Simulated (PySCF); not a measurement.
## How methods differ on the ionisation energy of Sn⁺

Sn⁺ [Kr] 4d10 5s2 5p1 (2P) → Sn²⁺ [Kr] 4d10 5s2 (1S), as a difference of total energies. Calculation: PySCF 2.14, in x2c-TZVPall (8s6p4d2f, 60 functions); the spin-free X2C one-electron Hamiltonian (Gaussian nucleus). Correlated levels: valence: [Kr] 4d10 frozen. The calculations carry no spin-orbit coupling.

| method | ionisation energy (eV) |
| --- | --- |
| UHF | 13.717 |
| B3LYP | 14.299 |
| LDA | 14.389 |
| MP2 (valence) | 13.906 |
| SCS-MP2 (valence) | 13.893 |

Errors of the correlated levels include the incompleteness of this basis and the frozen core.

Which method comes closest to the reference value, and which is furthest?

The reference is 14.282 eV (measured; NIST levels, between the centres of gravity of the two terms). Closest: B3LYP (error 0.017 eV); furthest: UHF (error -0.565 eV).
